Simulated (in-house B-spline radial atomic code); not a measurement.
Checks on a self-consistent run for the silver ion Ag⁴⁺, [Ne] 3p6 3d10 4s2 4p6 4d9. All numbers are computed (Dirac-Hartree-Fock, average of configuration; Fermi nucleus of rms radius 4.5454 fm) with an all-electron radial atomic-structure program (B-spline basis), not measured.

```
orbital    q      ε (Eh)    <1/r>        <r²>  small-component weight
  1s1/2    2  -948.02809  49.4385  0.00130771                0.029651
  2s1/2    2  -146.23482  11.4041   0.0213627               0.0062233
  2p1/2    2  -135.99675  11.3661   0.0159913               0.0062216
  2p3/2    4  -129.50410  10.6857   0.0172996                0.005974
  3p1/2    2   -26.54203  3.95943    0.145402                0.001753
  3p3/2    4   -25.32316  3.79473     0.15376               0.0016879
  3d3/2    4   -18.36332  3.62928    0.132917               0.0015655
  3d5/2    6   -18.11791  3.58698    0.135355               0.0015464
  4s1/2    2    -6.70182  1.58024    0.874395              0.00047845
  4p1/2    2    -5.29149  1.47039    0.976522              0.00042316
  4p3/2    4    -5.06373  1.42238     1.02844              0.00040644
  4d3/2  3.6    -2.74808  1.18519      1.4427              0.00029685
  4d5/2  5.4    -2.71477  1.17143     1.47187              0.00029148
```

Electron-electron repulsion V_ee = 1872.8220 hartree.

(1) What total energy follows from the eigenvalues?

(2) Does the Dirac virial theorem hold?

(3) What diamagnetic shielding (Lamb formula) and susceptibility (Langevin formula) do the radii give?

## Answers

(1) The eigenvalues count the repulsion twice, so E = Σqε - V_ee = -3383.868 - 1872.822 = -5256.690 hartree; the run printed -5256.690.

(2) For a point nucleus E = -2c²Σq·w, with w the small-component weight. Here Σq·w = 0.13996 and c = 137.0360, so the ratio E/(-2c²Σq·w) is 1.000038; the finite nucleus accounts for the departure from 1.

(3) σ = (α²/3)Σq<1/r> = 268.68/(3·137.036²) = 4769.2 ppm, and χ = -0.79199×10⁻⁶·Σq<r²> = -18.5×10⁻⁶ cm³/mol with Σq<r²> = 23.354 bohr². Both are non-relativistic formulas without the paramagnetism of open shells.
